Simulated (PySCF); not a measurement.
Mayer bond orders and bond lengths

C3H10BNO2Si2.
Numbering: `[SiH3:1][N:2]([SiH3:3])[C:4]1=[O+:5][BH2-:6][O:7][CH:8]=[CH:9]1` (hydrogens: H10, H11, H12 on Si1; H13, H14, H15 on Si3; H16, H17 on B6; H18 on C8; H19 on C9)

Cartesian coordinates in Å at the PBE0-D3(BJ)/def2-SVP level; atoms count from 1:
```xyz
19
C3H10BNO2Si2 angstrom
Si    -1.6986   -1.7822    0.0711
N     -1.1244   -0.0768   -0.0837
Si    -2.1894    1.3336   -0.3164
C      0.2228    0.0519    0.0156
O      0.8563   -1.0360    0.2583
B      2.3863   -1.0952    0.0832
O      2.9217    0.2372    0.5768
C      2.2352    1.2871    0.3483
C      0.9140    1.2874   -0.0584
H     -3.1730   -1.6708   -0.1150
H     -1.1148   -2.6264   -1.0026
H     -1.4071   -2.3186    1.4261
H     -3.5750    0.8036   -0.3824
H     -2.0388    2.2762    0.8284
H     -1.8335    2.0336   -1.5834
H      2.6218   -1.1768   -1.1158
H      2.8104   -1.9900    0.7816
H      2.7562    2.2385    0.5304
H      0.3994    2.2289   -0.2411
```

Bond orders from the PBE0/pcSseg-1 density (PySCF). Isolated species at its PBE0-D3(BJ)/def2-SVP geometry (one conformer only).

Task: Where do the orders between heavy atoms depart from those drawn in the SMILES?

Result: The largest departure is 0.720, at C4–O5 (drawn double, 1.280). Drawn single, order above 1.12: N2–C4 (1.127), O7–C8 (1.369) and C9–C4 (1.258). Drawn single, order below 0.88: Si1–N2 (0.781), N2–Si3 (0.818), O5–B6 (0.625) and B6–O7 (0.696). Drawn double or triple, more than 0.30 short of the drawn order: C4–O5 (1.280) and C8–C9 (1.483). The SMILES, with its formal charges, is one Lewis structure only.

Task: Set the Mayer orders of the bonds between heavy atoms beside their lengths.

Result: 
| bond | drawn as | length (Å) | Mayer order |
| --- | --- | --- | --- |
| Si1–N2 | single | 1.806 | 0.781 |
| N2–Si3 | single | 1.782 | 0.818 |
| N2–C4 | single | 1.357 | 1.127 |
| C4–O5 | double | 1.282 | 1.280 |
| O5–B6 | single | 1.541 | 0.625 |
| B6–O7 | single | 1.518 | 0.696 |
| O7–C8 | single | 1.275 | 1.369 |
| C8–C9 | double | 1.382 | 1.483 |
| C9–C4 | single | 1.418 | 1.258 |

Bonds between the same two heavy elements. N–Si: lowest Si1–N2 (0.781, 1.806 Å), highest N2–Si3 (0.818, 1.782 Å). C–O: lowest C4–O5 (1.280, 1.282 Å), highest O7–C8 (1.369, 1.275 Å). B–O: lowest O5–B6 (0.625, 1.541 Å), highest B6–O7 (0.696, 1.518 Å). C–C: lowest C9–C4 (1.258, 1.418 Å), highest C8–C9 (1.483, 1.382 Å).

Task: And the bonds to hydrogen?

Result: H–Si: 0.93 to 0.96 (6 bonds); B–H: 0.97 to 0.98 (2 bonds); C–H: 0.93 to 0.96 (2 bonds).

Task: Sum the orders of all bonds at each heavy atom with more than one neighbour and set the sums beside the valence in the SMILES.

Result: Si1 3.602 (drawn 4), N2 2.726 (drawn 3), Si3 3.654 (drawn 4), C4 3.665 (drawn 4), O5 1.905 (drawn 3), B6 3.274 (drawn 4), O7 2.065 (drawn 2), C8 3.814 (drawn 4), C9 3.675 (drawn 4). Orders between atoms that aren't bonded are not in these sums.

For a closed shell the Mayer order of atoms A and B is Σ (PS)μν (PS)νμ over the basis functions μ on A and ν on B, with P the density and S the overlap matrix.

These values come from a run that also computed NMR shieldings. The run took 54 s wall (grids of density and orbitals included) on Arm Neoverse V1, one thread, shared host with 32 logical CPUs at a one-minute load of 20, and the process peaked at 0.99 GiB of memory.
